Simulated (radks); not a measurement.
Results of a calculation; reference values are marked as such.
Problem. Code: a radial shooting solver on a logarithmic mesh with Libxc functionals. Model: scalar-relativistic Kohn-Sham, LDA (Slater exchange, VWN5 correlation), spin-unpolarised, spherical densities, finite nucleus; Fermi nuclear charge, rms radius of each element as measured or else 0.836 A^(1/3) + 0.57 fm. Response by self-consistent Sternheimer equations with the Hartree and adiabatic LDA kernel, the relativistic mass of each level held fixed and spin-orbit coupling left out. For heavy and open-shell atoms this level of theory can miss by tens of per cent. Estimate the static dipole polarisabilities of V ([Ar] 3d3 4s2) and V4+ ([Ar] 3d1) and the C6 coefficients of the three pairs.

Solution. alpha = 79.31 and 1.447 bohr^3; C6 = 829.7 (V-V), 30.92 (V-V4+), 3.142 (V4+-V4+) hartree bohr^6.
